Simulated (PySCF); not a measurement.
W(F)5(OH) (F5HOW), SMILES [OH][W]([F])([F])([F])([F])[F], multiplicity 1. Coordinates come from a B3LYP-D3(BJ)/def2-SVP optimisation. The spin state was assumed, not searched. The isomer is the one that the SMILES or the coordinates give; other isomers of the formula were not compared. The def2 effective core potentials stand for the cores of W; spin–orbit coupling is left out. Other conformers were not sampled.

Question: Give the equilibrium geometry at B3LYP-D3(BJ)/def2-SVP (PySCF confirms it by a frequency run) as Cartesian coordinates in Å, and its point group. (The exact figures need the calculation; the answer reports its results.)

Answer: This is not unique; one that fits is point group C4v.
```xyz
8

W      0.0000     0.0000     0.0140
F      0.0000     0.0000    -1.8440
F     -1.3152     1.3152    -0.0568
F      1.3152     1.3152    -0.0568
F     -1.3152    -1.3152    -0.0568
F      1.3152    -1.3152    -0.0568
O      0.0000     0.0000     1.8490
H      0.0000     0.0000     2.8118
```
